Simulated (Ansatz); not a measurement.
One change: `[CH3][Mo](=[O])(=[O])[Cl]` becomes `[CH3][Mo]([CH3])(=[O])=[O]`.

Ansatz, PBE0-D4/def2-TZVP geometries, multiplicity 1. 

Elements past krypton have def2 core potentials.

```
                               property  `[CH3][Mo](=[O])(=[O])[Cl]`
HOMO–LUMO gap (ωB97M-V/def2-TZVPP) / eV                        10.44
     LUMO energy (PBE0/def2-TZVPP) / eV                        -3.28
      LUMO energy (PBE/def2-TZVPP) / eV                        -4.02
     HOMO energy (PBE0/def2-TZVPP) / eV                        -9.33
  LUMO energy (ωB97M-V/def2-TZVPP) / eV                        -1.18
   HOMO–LUMO gap (PBE0/def2-TZVPP) / eV                         6.05
```

**Question.** Give the same properties after the change, and the shifts. (Best estimate.)

**Answer.** Ansatz gave: 
```csv
property,`[CH3][Mo]([CH3])(=[O])=[O]`,shift
HOMO–LUMO gap (ωB97M-V/def2-TZVPP) / eV,10.31,-0.13
LUMO energy (PBE0/def2-TZVPP) / eV,-2.71,0.57
LUMO energy (PBE/def2-TZVPP) / eV,-3.50,0.52
HOMO energy (PBE0/def2-TZVPP) / eV,-8.60,0.73
LUMO energy (ωB97M-V/def2-TZVPP) / eV,-0.63,0.55
HOMO–LUMO gap (PBE0/def2-TZVPP) / eV,5.89,-0.16
```

With PBE0 the HOMO rises by 0.73 eV and the LUMO rises by 0.57 eV, so the gap narrows by about 0.16 eV. PBE moves the HOMO by 0.65 eV and ωB97M-V by 0.68 eV.
